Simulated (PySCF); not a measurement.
(E)-2-fluorobut-2-ene (C₄H₇F), SMILES C/C=C(\C)F. Heavy atoms are numbered as in [CH3:1]/[CH:2]=[C:3](\[CH3:4])[F:5]. Hydrogens are named by the atom that carries them.

Coordinates come from a ωB97X-D3(BJ)/def2-SVP optimisation.

Method: B3LYP/def2-TZVP (PySCF).

ESP charges are fitted to the potential on shells at 1.4 to 2.0 van der Waals radii. Atomic charges (e), one atom of each kind:

```tsv
atom	Mulliken	meta-Löwdin	Löwdin	ESP fit
C1 (CH3)	-0.30	-0.32	-0.29	-0.25
C2 (CH)	-0.18	…	-0.20	-0.24
C3	0.24	…	-0.32	0.30
C4 (CH3)	-0.34	-0.34	-0.27	-0.47
F5	-0.22	-0.29	0.16	-0.22
H on C1	0.12	0.12	0.13	0.10
H on C2	0.11	…	0.15	0.14
H on C4	0.12	…	0.13	0.15
```

Task: Some entries are withheld; supply them. (An estimate is asked for; the answer gives what the named calculation found.)

Result: 
- C2 (CH), meta-Löwdin: -0.18
- C3, meta-Löwdin: 0.29
- H on C2, meta-Löwdin: 0.12
- H on C4, meta-Löwdin: 0.13

Task: Give the Mayer and Wiberg (Löwdin basis) orders of the bonds. (An estimate is asked for; the answer gives what the named calculation found.)

Result: 
| bond | Mayer | Wiberg |
|---|---|---|
| C1–C2 | 0.93 | 1.30 |
| C2–C3 | 1.87 | 1.97 |
| C3–C4 | 0.97 | 1.27 |
| C3–F5 | 0.98 | 1.66 |
